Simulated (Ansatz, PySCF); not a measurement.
C₃H₈ClNSi, SMILES C/N=C/[Si@@H](C)Cl. Atoms are numbered in the order given.

```xyz
14

C      2.9326    -1.3053     0.7807
N      1.7162    -1.0137     0.0770
C      1.0954     0.0660     0.3271
Si    -0.4805     0.4110    -0.6487
C     -1.2104    -1.1804    -1.2723
Cl    -1.8028     1.3735     0.6418
H      3.2248    -0.5273     1.5139
H      3.7491    -1.4379     0.0523
H      2.8269    -2.2706     1.3020
H      1.4740     0.7902     1.0851
H     -0.1920     1.3756    -1.7505
H     -1.5329    -1.8038    -0.4253
H     -2.0715    -1.0030    -1.9326
H     -0.4327    -1.7313    -1.8232
```

Geometry: PBE0-D3(BJ)/def2-SVP. The structure was generated by enumeration; whether it is a known compound was not checked. Other conformers were not sampled.

Two levels are set side by side: PBE-D3(BJ)/def2-SVP (Ansatz, a first-principles code) and PBE0-D3(BJ)/def2-SVP (Ansatz). Each level has its own optimised geometry; the coordinates shown are those of the second. Frequencies come from the Hessian of PySCF at each geometry. Differences are taken from unrounded values.

```tsv
quantity	PBE0-D3(BJ)	PBE-D3(BJ)	PBE-D3(BJ) minus PBE0-D3(BJ)
mean bond length (Å)	1.366	1.376	0.010
bond C1–N2 (Å)	1.435	1.444	0.009
bond N2–C3 (Å)	1.270	1.283	0.012
bond C3–Si4 (Å)	1.885	1.896	0.011
bond Si4–C5 (Å)	1.859	1.871	0.012
bond Si4–Cl6 (Å)	2.083	2.097	0.014
bond C1–H7 (Å)	1.108	1.118	0.010
bond C1–H8 (Å)	1.102	1.111	0.009
bond C1–H9 (Å)	1.102	1.111	0.009
bond C3–H10 (Å)	1.115	1.125	0.011
bond Si4–H11 (Å)	1.493	1.504	0.012
bond C5–H12 (Å)	1.100	1.108	0.008
bond C5–H13 (Å)	1.100	1.107	0.008
bond C5–H14 (Å)	1.101	1.109	0.008
highest harmonic wavenumber (cm⁻¹)	3184	3098	-86
mean harmonic wavenumber (cm⁻¹)	1295	1250	-45
zero-point energy (kcal/mol)	66.64	64.33	-2.30
```

GGA bonds tend to be longer and softer than those of functionals with exact exchange. Differences between two approximate levels are no errors against the true value.
